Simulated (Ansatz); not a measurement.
Ideal-gas functions of `CC(=O)[SeH]` at 800 K and 1 bar, from an Ansatz frequency run at PBE0-D4/def2-TZVP.

Molar mass 123.01 g/mol, point group Cs (symmetry number 1), electronic degeneracy 1, moments of inertia 50.887, 169.818, 217.566 u Å². Harmonic wavenumbers (cm⁻¹, unscaled): 121, 275, 293, 339, 509, 589, 751, 973, 1020, 1133, 1373, 1455, 1461, 1835, 2445, 3063, 3143, 3167.

Use S(trans) = R[1.5 ln M + 2.5 ln T − 1.1517]; rotational temperatures θ = 24.2544 K / I; S(rot) = R[ln(√π/σ · √(T³/θAθBθC)) + 1.5]; for each mode x = 1.438777 ν̃/T, S = R[x/(eˣ − 1) − ln(1 − e⁻ˣ)] and H = RT x/(eˣ − 1); 1 cm⁻¹ = 0.0119627 kJ/mol; R = 8.31446 J/(mol·K).

**Question.** By hand: the entropy, in J/(mol·K).

**Answer.** Translation 189.4. Rotation: θ = 0.4766, 0.1428, 0.1115 K, giving 120.9. Vibration, mode by mode: 21.01, 14.25, 13.74, 12.56, 9.33, 8.21, 6.42, 4.65, 4.35, 3.70, 2.63, 2.34, 2.33, 1.36, 0.56, 0.22, 0.19, 0.19, in all 108.0. Electronic 0.0. Sum 418.3 J/(mol·K).

**Question.** By hand: H − E and G − E in kJ/mol, counted from the electronic energy.

**Answer.** Zero-point energy ½ × 23945 × 0.0119627 = 143.2; thermal vibration 44.6; translation, rotation and pV give 4 RT = 26.6. H − E = 214.4 kJ/mol, and G − E = 214.4 − 800 × 418.3/1000 = -120.2 kJ/mol.

Vibration gives 26 % of the entropy, 21.0 J/(mol·K) of it from the mode under 150 cm⁻¹: soft modes count most, and the harmonic formula is weakest for them. The sum counts one conformer and one mirror image; others add a mixing term.
